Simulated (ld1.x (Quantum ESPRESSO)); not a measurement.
What one change does to a pseudopotential (Rh (Z = 45), TM)

- Element: Rh (Z = 45)
- Generator: ld1.x (Quantum ESPRESSO) 7.5
- Type: norm-conserving Troullier–Martins (Kleinman–Bylander form)
- Functional: LDA (PZ)
- Relativity: scalar-relativistic
- Frozen core: [Ar] 3d10
- Valence charge: 17
- Reference configuration: 4s2 4p6 4d8 5s0 5p0 (charge +1)
- Partial waves: 4p (bound): rc 1.55 bohr; 4d (bound): rc 1.80 bohr; 4s (bound): rc 1.05 bohr
- Local potential: the s channel
- Core correction: a·sin(br)/r model core, default radius (core density twice the valence density)

Change: wave 4d (bound): rc 1.80 bohr becomes 4d (bound): rc 2.42 bohr.

Cutoffs: the cutoffs (Ry, on a coarse ladder) from which the occupation-weighted sum of valence levels, in a spherical-Bessel basis at the reference potential, stays within 10 and 1 mRy of its value at 400 Ry; they do not see the model core or the augmentation charge, which bear on the density cutoff. Errors are all-electron minus pseudo energies relative to the spin-unpolarised reference configuration.

Task: How do hardness, ghosts and transferability respond?

Result: The potential gets neither clearly harder nor softer (120 Ry and 230 Ry → 120 Ry and 230 Ry); the s channel sets the loose cutoff, while the largest relative change is in d, which becomes softer; of the 9 tests that both files solve, the error grows in 5 and shrinks in 1 by more than 15 % and 0.3 meV (median size 54.2 → 59.5 meV); neither file shows a bound ghost.

```tsv
quantity	base	changed
cutoff, loose	120 Ry	120 Ry
cutoff, tight	230 Ry	230 Ry
loose cutoff by channel (10 mRy a level)	p 30 Ry, d 45 Ry, s 110 Ry	p 30 Ry, d 35 Ry, s 110 Ry
bound ghosts	none	none
error for 4s2 4p6 4d8 5s1 5p0, meV [ΔE -7.79 eV]	+83	+85
error for 4s2 4p6 4d7 5s0 5p0, meV [ΔE 19.77 eV]	+1.0	+4.6
error for 4s2 4p6 4d6 5s0 5p0, meV [ΔE 52.50 eV]	+12	+59
error for 4s2 4p5 4d8 5s1 5p0, meV [ΔE 48.96 eV]	+86	-29
error for 4s2 4p6 4d5 5s0 5p0, meV [ΔE 99.65 eV]	+54	+262
error for 4s2 4p6 4d8.5 5s0.5 5p0, meV [ΔE -8.38 eV]	+37	+36
error for 4s2 4p6 4d7 5s2 5p0, meV [ΔE -5.41 eV]	+207	+235
error for 4s2 4p6 4d8 5s0 5p0 (spin-polarised), meV [ΔE -0.57 eV]	+21	+37
error for 4s2 4p6 4d8 5s1 5p0 (spin-polarised), meV [ΔE -8.67 eV]	+105	+121
```
